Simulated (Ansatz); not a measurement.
K₃Br₃⁻, relaxed as a doublet with UKS PBE-D4/def2-SVPD in Ansatz, starting from the GFN1-xTB geometry. Force threshold 0.02 eV/Å.

The highest occupied level of the charge -1 doublet lies above zero (up to 0.35 eV). It is a level of α spin, whose loss leaves a singlet; that state wasn't run at this geometry and level. The electron is either unbound and held by the finite basis, or the level is raised by self-interaction error. The relaxation made no stability test and no search for a lower SCF solution. The structure comes from a short search, and lower isomers may exist.

Start:

```
atom    x (Å)    y (Å)    z (Å)
  K1   2.4606   0.2228   0.0877
  K2  -0.9343   1.1011  -0.7998
  K3  -0.1515  -2.4192  -0.4989
 Br4   1.2795   2.9913   0.0573
 Br5  -2.8796  -1.2198  -0.9268
 Br6   0.2254  -0.6762   2.0806
```

(1) Estimate the energy that the relaxation releases and the steps that it takes.

(2) Does the start keep its bonding and symmetry?

(3) Predict the relaxed structure.

Answers

(1) 12.3 kcal/mol, in 7 steps; 46 s on 4 threads of Arm Neoverse V2 on a shared host. The force fell under the threshold at step 6, but the optimiser went on. No frequencies were taken in this run, so the end may be a saddle point.

(2) By distances, no bond broke or formed. The bond that changes most is K2–Br6, from 3.58 to 3.23 Å (atoms count from 1). Point group Cs at the start, Cs at the end, both within 0.05 Å.

(3) 
```xyz
6

K     2.7695    0.3898    0.3170
K    -1.2654    1.2356    0.0666
K    -0.3445   -2.7668   -0.4019
Br    1.2653    3.0143   -0.5230
Br   -2.7705   -1.0749   -1.4545
Br    0.3456   -0.7979    1.9959
```
Bond lengths (bridged metal pairs left out): 7 × Br–K 3.14 to 3.23 Å.
